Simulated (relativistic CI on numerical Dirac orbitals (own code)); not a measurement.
## Fe³⁺ in a cubic cluster: L2,3 absorption with charge transfer

Computed with a charge-transfer multiplet model of a cubic metal-ligand cluster with up to 2 ligand holes, Slater and spin-orbit integrals from Dirac-Coulomb-Breit ions, Slater integrals scaled by 0.8. The ground state mixes d5 with configurations of k ligand holes L, whose averages lie at kΔ + k(k − 1)U_dd/2; a core hole lowers each added d electron by U_cd. 20 K, Lorentzian 0.4 eV and Gaussian 0.3 eV FWHM.

Atomic integrals in eV (Slater integrals scaled, ζ unscaled), ground: F2dd 9.587, F4dd 5.993, zeta_d 0.056; with the core hole: F2dd 10.208, F4dd 6.385, zeta_d 0.075, zeta_core 8.130, F2cd 5.984, G1cd 4.514, G3cd 2.566.

Cluster parameters (eV): Δ = 3.7, U_dd = 7.2, U_cd = 7.9, 10Dq(ligand) = 0.9, V(eg) = 2.3, V(t2g) = -1.2, final-state hopping factor = 0.8.

```
          Case   n_d    d5   d6L  d7L2     S
10Dq = 0.55 eV  5.25  0.76  0.22  0.01  2.50
10Dq = 1.45 eV  5.24  0.77  0.22  0.01  2.50
10Dq = 2.05 eV  5.23  0.78  0.21  0.01  2.49
```

Weights, n_d and S are thermal averages at 20 K. Photon energies count from the first peak over 30 % of the highest in each spectrum, which can be another peak from case to case. The parameters are a model scan and need not match a compound or its usual spin state. Peaks in eV (height, largest 100):
- 10Dq = 0.55 eV: -1.3 (19), 0.0 (100), 0.9 (40), 3.3 (9), 4.0 (8), 11.9 (15), 12.7 (12), 14.2 (21)
- 10Dq = 1.45 eV: 0.0 (34), 1.9 (100), 3.1 (26), 5.1 (8), 5.7 (8), 13.1 (14), 15.0 (21), 16.3 (15)
- 10Dq = 2.05 eV: 0.0 (41), 2.4 (100), 3.6 (24), 5.5 (8), 13.2 (13), 15.5 (17), 16.9 (11)

Curve for 10Dq = 0.55 eV (points under 2 left out, the grid thinned):

E (eV), Intensity and a bar:
```
     -2.6        2.2 
     -2.3        3.6 #
     -1.9        8.6 ##
     -1.6       13.1 ####
     -1.3       18.9 #####
     -0.9       17.2 #####
     -0.6       28.5 #########
     -0.3       68.2 #####################
      0.1       94.6 ##############################
      0.4       59.0 ##################
      0.7       39.7 ############
      1.0       39.4 ############
      1.4       32.3 ##########
      1.7       20.1 ######
      2.0       10.8 ###
      2.4        7.7 ##
      2.7        7.4 ##
      3.0        8.0 ##
      3.4        9.1 ##
      3.7        7.9 ##
      4.0        8.2 ##
      4.4        6.7 ##
      4.7        5.1 #
      5.0        4.7 #
      5.4        4.0 #
      5.7        3.1 
      6.0        2.7 
      6.4        2.3 
      6.7        2.1 
     11.0        2.6 
     11.4        6.1 #
     11.7       12.4 ###
     12.0       14.0 ####
     12.4       10.6 ###
     12.7       12.2 ###
     13.0       10.5 ###
     13.3       12.0 ###
     13.7       16.8 #####
     14.0       20.1 ######
     14.3       21.3 ######
     14.7       12.7 ###
     15.0        5.5 #
     15.3        3.4 
     15.7        2.4 
     16.0        2.0
```

For the case 10Dq = 1.45 eV, Δ = 3.7 eV is smaller than U_dd = 7.2 eV, the charge-transfer side of the Zaanen-Sawatzky-Allen scheme. With the core hole the configuration with one ligand hole lies at Δ + U_dd − U_cd = 3.0 eV above the one without, against Δ in the ground state. The added d electron screens the hole, so the order of the configurations is kept and charge-transfer satellites are weaker than in photoemission.
